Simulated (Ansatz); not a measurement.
CH₅BInNS. Charge 0, multiplicity 1. In takes the def2 core potential. The bonds changed during the relaxation, so this is another structure than the one it started from. All single points use the PBE0-D4/def2-TZVP geometry. It is one conformer, not always the lowest.

```xyz
10

N     0.001   -0.607    2.200
C    -0.315   -0.186    1.131
S    -1.766   -0.798   -1.265
B    -0.757    0.348   -0.173
In    1.424    0.396   -0.990
H     0.898   -0.951    2.513
H    -2.941   -0.663   -0.625
H    -0.916    1.546   -0.172
H     2.789    0.377    0.081
H     1.584    0.539   -2.700
```

What is the dipole moment at r2SCAN/def2-TZVPP? (An estimate is asked.)

Ansatz gave: 2.94 D, with components (2.08, 0.06, 2.08) D in this frame, pointing from negative to positive charge.

And with PBE, B3LYP, ωB97M-V? (Estimate.)

Ansatz gave: PBE 2.87 D, B3LYP 2.95 D, ωB97M-V 3.14 D.

Give the Mulliken charges with r2SCAN, ωB97M-V, PBE in def2-TZVPP. (Best estimate.)

The calculation gave: 
```tsv
atom	r2SCAN	ωB97M-V	PBE
N1	-0.19	-0.12	-0.11
C2	0.22	0.24	0.18
S3	-0.24	-0.21	-0.24
B4	-0.26	-0.36	-0.29
In5	0.40	0.24	0.36
H6	0.22	0.19	0.22
H7	0.09	0.10	0.10
H8	0.03	0.11	0.04
H9	-0.15	-0.11	-0.14
H10	-0.12	-0.07	-0.11
```

B3LYP here is the variant with VWN-RPA as its local correlation; programs differ in this.
